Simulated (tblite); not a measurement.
Parent: `[CH2:1]=[CH:2]/[C:3]([CH3:4])=[N:5]\[CH2:6][SiH3:7]` with C1–C2–C3–C4 7°, C3–N5–C6–Si7 88°, C5H11NSi.

The geometries are computed with GFN2-xTB (gas phase). One conformer each, not checked by frequencies here.

```json
{"coordinate of the parent": "C1=C2", "value": "1.328 Å"}
{"coordinate of the parent": "C2–C3", "value": "1.464 Å"}
{"coordinate of the parent": "C3–C4", "value": "1.502 Å"}
{"coordinate of the parent": "C3=N5", "value": "1.271 Å"}
{"coordinate of the parent": "N5–C6", "value": "1.417 Å"}
{"coordinate of the parent": "C6–Si7", "value": "1.917 Å"}
{"coordinate of the parent": "C1–C2–C3", "value": "125.4°"}
{"coordinate of the parent": "C2–C3–C4", "value": "118.0°"}
{"coordinate of the parent": "C2–C3–N5", "value": "126.1°"}
{"coordinate of the parent": "C4–C3–N5", "value": "116.0°"}
{"coordinate of the parent": "C3–N5–C6", "value": "125.4°"}
{"coordinate of the parent": "N5–C6–Si7", "value": "109.2°"}
```

Problem. How does the shared frame change in `[CH2:1]=[CH:2]/[C:3]([CH3:4])=[N:5]/[C@H:6]([SiH3:7])[CH:8]=[CH2:9]` with C1–C2–C3–C4 5°, C3–N5–C6–Si7 -95°, N5–C6–C8–C9 -151°, C7H13NSi? Atoms pair as C1 = C1, C2 = C2, C3 = C3, C4 = C4, N5 = N5, C6 = C6, Si7 = Si7 (parent first).

Solution. 
```
   parent   relative  value in the relative  change
    C1=C2      C1=C2                1.328 Å   0.000
    C2–C3      C2–C3                1.460 Å  -0.004
    C3–C4      C3–C4                1.507 Å  +0.005
    C3=N5      C3=N5                1.272 Å  +0.001
    N5–C6      N5–C6                1.413 Å  -0.004
   C6–Si7     C6–Si7                1.935 Å  +0.018
 C1–C2–C3   C1–C2–C3                 126.3°    +0.9
 C2–C3–C4   C2–C3–C4                 118.0°     0.0
 C2–C3–N5   C2–C3–N5                 114.9°   -11.2
 C4–C3–N5   C4–C3–N5                 127.0°   +11.0
 C3–N5–C6   C3–N5–C6                 125.9°    +0.5
N5–C6–Si7  N5–C6–Si7                 104.9°    -4.3
```

Of the parent's bonds, C6–Si7 changes most (+0.018 Å). Bonds of the relative outside the shared frame: C6–C8 1.488, C8=C9 1.322 Å. Point group C1 → C1.
